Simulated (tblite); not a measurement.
Compound: C4H5F2O2S (doublet state).
Structure used (GFN2-xTB), in Å, numbered top down from 1:
```xyz
14
C4H5F2O2S angstrom
C      1.5575    1.0147   -0.5697
S      1.3951   -0.6901   -0.3886
O      0.9055   -1.2337   -1.6549
C     -0.0782   -0.6382    0.7806
C      0.1408   -0.7306    2.0768
O     -1.3201   -0.6221    0.2272
C     -1.5519    0.1398   -0.8815
F     -2.8351   -0.0330   -1.2089
F     -1.4054    1.4600   -0.5941
H      1.6613    1.4243   -1.5563
H      1.9732    1.5482    0.2622
H     -0.6656   -0.7155    2.7897
H      1.1427   -0.8277    2.4492
H     -0.9205   -0.0966   -1.7538
```

Calculated harmonic vibrations of the isolated species, GFN2-xTB (tblite), most abundant isotopes, no scaling. Errors from tens to a few hundred cm⁻¹ against measured bands are possible. One conformer, not necessarily the lowest. Open shells enter through the occupations alone, without spin polarisation, and single modes of such species can be off by tens of per cent.

Harmonic wavenumbers (cm⁻¹): 45.6, 55.9, 77.0, 139.9, 156.6, 200.5, 250.0, 281.7, 360.8, 395.8, 431.4, 462.5, 513.9, 535.8, 581.2, 615.5, 707.0, 771.8, 843.3, 871.5, 933.8, 979.3, 1093.6, 1099.3, 1109.1, 1157.5, 1245.2, 1279.3, 1309.7, 1354.4, 1695.5, 2903.1, 3110.6, 3121.3, 3164.7, 3184.4.

A = 2011, B = 1087, C = 956.5 MHz; mass 154.998 u (most abundant isotopes); point group C1, symmetry number 1; spin multiplicity 2.

Problem. Zero-point energy?

Solution. Half the sum of the wavenumbers: 18519 cm⁻¹ = 52.95 kcal/mol.

Problem. Entropy at 500 K, 1 bar (ideal gas, RRHO, classical rotation)?

Solution. Translation 43.62, rotation 30.96, vibration 50.67, spin (R ln 2) 1.38: S = 126.6 cal/(mol K).

Problem. And Cp and H(500 K) − H(0)?

Solution. Cp = 51.28 cal/(mol K), of which vibrations give 43.33 (their classical limit is 36 R = 71.5); H(500 K) − H(0) = 16.38 kcal/mol without the zero-point energy, 12.40 from vibrations.

Problem. Which modes carry the vibrational entropy at 500 K?

Solution. 45.6 cm⁻¹: 6.02; 55.9 cm⁻¹: 5.62; 77.0 cm⁻¹: 4.99; 139.9 cm⁻¹: 3.81; 156.6 cm⁻¹: 3.59; 200.5 cm⁻¹: 3.11 cal/(mol K); the other 30 give 23.54 together.

Problem. How do the functions run with temperature in this model?

Solution. 
```json
{"T (K)": "50", "S (cal/(mol K))": "61.6", "Cp (cal/(mol K))": "14.0", "H − H(0) (kcal/mol)": "0.53", "G − H(0) (kcal/mol)": "-2.55", "ln q(vib)": "0.69"}
{"T (K)": "100", "S (cal/(mol K))": "73.1", "Cp (cal/(mol K))": "19.6", "H − H(0) (kcal/mol)": "1.37", "G − H(0) (kcal/mol)": "-5.94", "ln q(vib)": "2.10"}
{"T (K)": "298.15", "S (cal/(mol K))": "103.4", "Cp (cal/(mol K))": "38.4", "H − H(0) (kcal/mol)": "7.21", "G − H(0) (kcal/mol)": "-23.63", "ln q(vib)": "7.73"}
{"T (K)": "373.15", "S (cal/(mol K))": "112.7", "Cp (cal/(mol K))": "44.0", "H − H(0) (kcal/mol)": "10.31", "G − H(0) (kcal/mol)": "-31.74", "ln q(vib)": "9.75"}
{"T (K)": "750", "S (cal/(mol K))": "149.3", "Cp (cal/(mol K))": "60.2", "H − H(0) (kcal/mol)": "30.42", "G − H(0) (kcal/mol)": "-81.54", "ln q(vib)": "18.87"}
{"T (K)": "1000", "S (cal/(mol K))": "167.4", "Cp (cal/(mol K))": "65.6", "H − H(0) (kcal/mol)": "46.20", "G − H(0) (kcal/mol)": "-121.21", "ln q(vib)": "24.00"}
```

q(vib) and H(0) count from the zero-point level.

Problem. What must be added to the electronic energy to get the Gibbs energy at 500 K and 1 bar?

Solution. ZPE + [H(500 K) − H(0)] − T·S = 52.95 + 16.38 − 63.31 = 6.02 kcal/mol.

Problem. Blend soft modes into free rotors: weight 1/[1 + (100 cm⁻¹/ν̃)⁴] for the oscillator and the rest for a rotor with moment μB/(μ + B), μ = h/(8π²ν), B = 10⁻⁴⁴ kg m². What vibrational entropy results?

Solution. 46.06 cal/(mol K) in place of 50.67, which changes −T·S at 500 K by +2.31 kcal/mol.

Hindered rotation and anharmonicity are outside this model. Other conformers, if any are populated, would add a mixing term that is left out. The structure is chiral; the term R ln 2 for an equal mix with its mirror image is left out.
